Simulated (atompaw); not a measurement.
**What one change does to a pseudopotential (lutetium, PAW (atompaw))**

```json
{
 "Element": "lutetium (Lu)",
 "Generator": "atompaw 4.2.0.5",
 "Type": "PAW",
 "Functional": "PBE",
 "Relativity": "scalar-relativistic",
 "Frozen core": "[Xe]",
 "Valence charge": "17",
 "Reference configuration": "4f14 5d1 6s2 6p0",
 "Partial waves": "6s (bound): rc 3.00 bohr; 6s channel at 0.25 Ry: rc 3.00 bohr; 6p (bound, empty): rc 3.00 bohr; 6p channel at 1.7 Ry: rc 3.00 bohr; 5d (bound): rc 2.40 bohr; 5d channel at 1.55 Ry: rc 2.40 bohr; 4f (bound): rc 1.30 bohr; 4f channel at -0.25 Ry: rc 1.30 bohr",
 "Local potential": "vpsmatchnc scheme with l = 4 at 0.5 Ry, radius 2.90 bohr",
 "Core correction": "smooth core density matched at 1.65 bohr",
 "Augmentation charge": "sinc compensation charge, radius 2.90 bohr; PAW radius 3.00 bohr; waves and projectors: custom polynom2 7 10 vanderbiltortho"
}
```

All-electron outer shells of the reference configuration (PBE, scalar-relativistic, ld1.x):

| shell | level (eV) | outermost node (bohr) | outermost maximum (bohr) |
| --- | --- | --- | --- |
| 5s | -61.06 | 0.57 | 1.04 |
| 5p | -31.66 | 0.61 | 1.19 |
| 4f | -9.62 | – | 0.47 |
| 6s | -4.66 | 1.41 | 3.08 |
| 5d | -1.75 | 0.68 | 1.84 |
| 6p | -1.34 | 1.73 | 4.26 |

Change: local potential vpsmatchnc scheme with l = 4 at 0.5 Ry, radius 2.18 bohr.

Cutoffs: the cutoffs (Ry, on a coarse ladder) from which the occupation-weighted sum of valence levels, in a spherical-Bessel basis at the reference potential, stays within 10 and 1 mRy of its value at 400 Ry; they do not see the model core or the augmentation charge, which bear on the density cutoff.

Q: What does the change do?

A: The bound ghosts move from s to p, s; the range in which the p phases agree widens (upper end 0.4 → 3.2). A state that the projectors do not describe sees the local part alone, so a deeper or shallower local part can create or remove a ghost.

```csv
quantity,base,changed
bound ghosts,s,"s, p"
s: phases at 3.01 bohr within 0.05 rad from the reference energy up to (Ry; the scan ends near 5),3.4,2.8
p: phases at 3.01 bohr within 0.05 rad from the reference energy up to (Ry; the scan ends near 5),0.4,3.2
d: phases at 3.01 bohr within 0.05 rad from the reference energy up to (Ry; the scan ends near 5),to the end of the scan,to the end of the scan
f: phases at 3.01 bohr within 0.05 rad from the reference energy up to (Ry; the scan ends near 5),n/a,n/a
lowest overlap eigenvalue by channel,"s 0.50, p 0.84, d 0.90, f 1.00","s 0.36, p 0.84, d 0.90, f 1.00"
```

 A true bound ghost makes a file unfit for plane-wave use even where its test errors are small: the radial tests pick states by their node count and pass the ghost by. The cutoffs see the waves, projectors and local potential, not the compensation charge or the core.
